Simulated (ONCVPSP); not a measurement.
**An odd input for ONCVPSP 4.0.1 (nickel)**

Command:

```bash
oncvpsp.x < Ni.dat > Ni.out
```

Input:

```
# ATOM AND REFERENCE CONFIGURATION
# atsym  z   nc   nv     iexc    psfile
  Ni 28.00    3    4        4      upf
#
#   n    l    f
    1    0    2.00
    2    0    2.00
    2    1    6.00
    3    0    2.00
    3    1    6.00
    3    2    8.00
    4    0    1.00
#
# PSEUDOPOTENTIAL AND OPTIMIZATION
# lmax
    2
#
#   l,   rc,      ep,       ncon, nbas, qcut
    0    1.10    0.00    4    9   13.20
    1    0.75    0.00    4    8    9.70
    2    0.80    0.00    3    6   14.10
#
# LOCAL POTENTIAL
# lloc, lpopt,  rc(5),   dvloc0
    4    5    0.25   -1.00
#
# VANDERBILT-KLEINMAN-BYLANDER PROJECTORs
# l, nproj, debl
    0    2    3.00
    1    1    2.50
    2    2    2.80
#
# MODEL CORE CHARGE
# icmod, fcfact, rcfact
    0    0.00    0.00
#
# LOG DERIVATIVE ANALYSIS
# epsh1, epsh2, depsh
   -6.00    5.00    0.04
#
# OUTPUT GRID
# rlmax, drl
    6.00    0.01
#
# TEST CONFIGURATIONS
# ncnf
    4
# nvcnf
#   n    l    f
    4
    3    0    2.00
    3    1    6.00
    3    2    8.00
    4    0    2.00
#
    4
    3    0    2.00
    3    1    6.00
    3    2    8.00
    4    0    0.00
#
    4
    3    0    2.00
    3    1    6.00
    3    2    7.00
    4    0    0.00
#
    5
    3    0    2.00
    3    1    6.00
    3    2    7.00
    4    0    2.00
    4    1    1.00
#
```

This is an input that runs to its end, with one change: rc(5) set to 0.25 bohr.

Problem. How does the run end?

Solution. The program runs through. Ghost flags: GHOST(-) s at -709.0 eV, GHOST(+) d at 248.0 eV; the largest excitation error among the 4 tests with output is 48.4 meV, against 27.8 meV for the unchanged input.

```
   3   0  2.0000   -4.80484065   -4.80460989    2.31D-04
   3   1  6.0000   -3.34774717   -3.34764530    1.02D-04
   3   2  8.0000   -1.04241554   -1.04272407   -3.09D-04

    Total energies and differences
      AE_ref= -1.52019455D+03  AE_tst= -1.51955692D+03  dif=  6.38D-01
      PS_ref= -1.69059753D+02  PS_tst= -1.68422096D+02  dif=  6.38D-01
      PSP excitation error= -2.57D-05

Test configuration 3

   n   l     f        eae           eps        diff
   1   0  2.0000 -303.27509033
   2   0  2.0000  -37.56643301
   2   1  6.0000  -32.52586860
   3   0  2.0000   -5.53382286   -5.53460856   -7.86D-04
   3   1  6.0000   -4.06840434   -4.06890658   -5.02D-04
   3   2  7.0000   -1.72953876   -1.72948999    4.88D-05

    Total energies and differences
      AE_ref= -1.52019455D+03  AE_tst= -1.51818005D+03  dif=  2.01D+00
      PS_ref= -1.69059753D+02  PS_tst= -1.67044945D+02  dif=  2.01D+00
      PSP excitation error= -3.04D-04

Test configuration 4

   n   l     f        eae           eps        diff
   1   0  2.0000 -302.10576411
   2   0  2.0000  -36.42177835
   2   1  6.0000  -31.37902253
   3   0  2.0000   -4.38657161   -4.38554397    1.03D-03
   3   1  6.0000   -2.92183820   -2.92064527    1.19D-03
   3   2  7.0000   -0.59568835   -0.59336556    2.32D-03
   4   0  2.0000   -0.29677667   -0.29583424    9.42D-04
   4   1  1.0000   -0.09620227   -0.09709529   -8.93D-04

    Total energies and differences
      AE_ref= -1.52019455D+03  AE_tst= -1.52014964D+03  dif=  4.49D-02
      PS_ref= -1.69059753D+02  PS_tst= -1.69016619D+02  dif=  4.31D-02
      PSP excitation error=  1.78D-03
```
